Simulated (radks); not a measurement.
The numbers below are computed, except where a source is named.
Question: The mean radii <r> (bohr) of the occupied orbitals of an atom or ion are listed with their occupations. Code: a radial shooting solver on a logarithmic mesh with Libxc functionals. Model: Dirac Kohn-Sham, LDA (Slater exchange, Perdew-Wang correlation), spin-unpolarised, spherical densities, finite nucleus; Fermi nuclear charge, rms radius of each element as measured or else 0.836 A^(1/3) + 0.57 fm.

orbital  occ.      <r>
1s1/2       2  0.01805
2s1/2       2  0.07564
2p1/2       2  0.06248
2p3/2       4  0.07056
3s1/2       2   0.1971
3p1/2       2   0.1871
3p3/2       4   0.2020
3d3/2       4   0.1765
3d5/2       6   0.1811
4s1/2       2   0.4408
4p1/2       2   0.4451
4p3/2       4   0.4788
4d3/2       4   0.4936
4d5/2       6   0.5051
5s1/2       2    1.037
5p1/2       2    1.137
5p3/2       4    1.242
4f5/2       6   0.5763
4f7/2       8   0.5851
6s1/2       2    3.071
5d3/2       4    1.894
5d5/2       1    1.987

Name the element and its charge. Open shells, if any, fill j = l - 1/2 first.

Answer: Z = 75, rhenium, charge 0: Re in [Xe] 4f14 5d5 6s2. The 1s radius gives Z: for a bare nucleus <r> = (2 gamma + 1)/(2Z) with gamma = sqrt(1 - (Z/c)^2), 0.01783 bohr for Z = 75, and screening makes it slightly larger (0.01805 here). The occupations add up to 75, and the charge is Z minus that.
